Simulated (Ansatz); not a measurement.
Consider the formal exchange of groups at the Si–Si bond: `[SiH3][SiH2][S][GeH3]` + `C=C` → `C=C[SiH2][S][GeH3]` + SiH₄.

Computed with Ansatz on PBE0-D4/def2-TZVP structures; ΔE is electronic, products minus reactants. CBS: MP2 limit from def2 TZ/QZ plus the TZ coupled-cluster correction, frozen cores. This one scheme is used for every species. DFT in def2-TZVPP. B3LYP here is the variant with VWN-RPA as its local correlation; programs differ in this. For Ge outer-core shells are correlated without core-valence functions, which leaves a few kJ/mol of doubt a bond. Scalar relativity is left out up to krypton. Each species was taken in one conformer, which may not be the lowest.

| level | ΔE (kJ/mol) | difference from CCSD(T)/CBS |
| --- | --- | --- |
| PBE0-D4 | 2.1 | 8.4 |
| B3LYP-D4 | -5.2 | 1.1 |
| B2PLYP | -6.7 | -0.4 |
| PBE | 7.6 | 13.9 |
| r2SCAN | -1.9 | 4.4 |
| PBE0 | 4.3 | 10.6 |
| B3LYP | -1.0 | 5.3 |
| HF/def2-TZVPP | -8.9 | -2.6 |
| MP2/def2-TZVPP | -15.8 | -9.5 |
| SCS-MP2/def2-TZVPP | -15.1 | -8.8 |
| CCSD/def2-TZVPP | -7.5 | -1.2 |
| CCSD(T)/def2-TZVPP | -8.1 | -1.8 |
| SCS-MP2/def2-QZVPP | -14.0 | -7.7 |
| HF/CBS(def2) | -9.0 | -2.7 |
| MP2/CBS(def2) | -14.0 | -7.7 |
| CCSD/CBS(def2) | -5.7 | 0.6 |
| CCSD(T)/CBS | -6.3 | 0 |

Largest T1 diagnostic among the species: 0.012.

From PBE to PBE0 (25 % exact exchange), in def2-TZVPP and without D4, ΔE moves by −3.2 kJ/mol. The D4 term adds −4.2 kJ/mol with B3LYP and −2.3 kJ/mol with PBE0; it sums over pairs of atoms, weighted by their polarisabilities, and B3LYP, whose exchange is more repulsive, gets the larger term.
